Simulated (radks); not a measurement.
The numbers below are computed, except where a source is named.
Charge is removed step by step from the 3s1/2 level of Sb2+, starting from [Kr] 4d10 5s2 5p1. Code: a radial shooting solver on a logarithmic mesh with Libxc functionals. Model: Dirac Kohn-Sham, PBEsol, spin-unpolarised, spherical densities, point nucleus; open shells are shared between the two j in proportion to 2j + 1.

| removed (e) | E - E(0) (eV) | eigenvalue (eV) | E minus straight line (eV) |
|---|---|---|---|
| 0 | 0.000 | -921.17 | 0.000 |
| 0.1 | 92.328 | -925.39 | -1.928 |
| 0.2 | 185.08 | -929.63 | -3.433 |
| 0.3 | 278.25 | -933.89 | -4.513 |
| 0.4 | 371.86 | -938.17 | -5.165 |
| 0.5 | 465.89 | -942.47 | -5.389 |
| 0.6 | 560.35 | -946.80 | -5.181 |
| 0.7 | 655.25 | -951.14 | -4.540 |
| 0.8 | 750.58 | -955.50 | -3.464 |
| 0.9 | 846.35 | -959.88 | -1.952 |
| 1 | 942.56 | -964.27 | 0.000 |

Removing the whole electron costs 942.56 eV by Delta-SCF, against 921.17 eV from minus the eigenvalue at the starting occupation. Slater's transition state (half an electron removed) gives 942.47 eV. Integrating minus the eigenvalue over the occupation (Janak's theorem) gives 942.56 eV. The mean slope of the eigenvalue, de/dn, is 43.1 eV per electron.
